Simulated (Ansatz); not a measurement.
Consider the substitution at a C–Si bond: `C[SiH2][AsH2]` + `[OH][GaH][SH]` → `C[O][GaH][SH]` + `[SiH3][AsH2]`.

Calculated with Ansatz (gas phase, PBE0-D4/def2-TZVP geometries, no zero-point term in ΔE). CCSD(T)/CBS adds triple-zeta CCSD(T) − MP2 to the extrapolated MP2 energy (def2 sets, frozen cores). DFT in def2-TZVPP. HSE06 is defined as in plane-wave codes. For As, Ga outer-core shells are correlated without core-valence functions, which leaves a few kJ/mol of doubt a bond. Scalar relativity is left out up to krypton. One conformer a species, not always the lowest.

```csv
level,ΔE (kJ/mol),difference from CCSD(T)/CBS
LDA (SPW92),95.9,-6.6
PBE-D4,96.5,-6.0
revPBE-D4,95.2,-7.3
r2SCAN0-D4,102.1,-0.4
HSE06-D4,99.6,-2.9
ωB97M-V,100.5,-2.0
PBE-QIDH,103.4,0.9
r2SCAN,100.3,-2.2
CCSD(T)/def2-TZVPP,98.1,-4.4
HF/CBS(def2),88.5,-14.0
CCSD(T)/CBS,102.5,0
```

Largest T1 diagnostic among the species: 0.014.

From BLYP to BHLYP (50 % exact exchange), in def2-TZVPP and without D4, ΔE moves by +3.9 kJ/mol. At CCSD(T), def2-SVP lies −23.3 kJ/mol from the extrapolated value and def2-TZVPP −4.4 kJ/mol. Leaving LDA and LC-ωPBE aside and taking each functional with its dispersion term where it has one, the values, not all of them listed here, spread over 14.0 kJ/mol, from BLYP-D4 to PBE-QIDH.
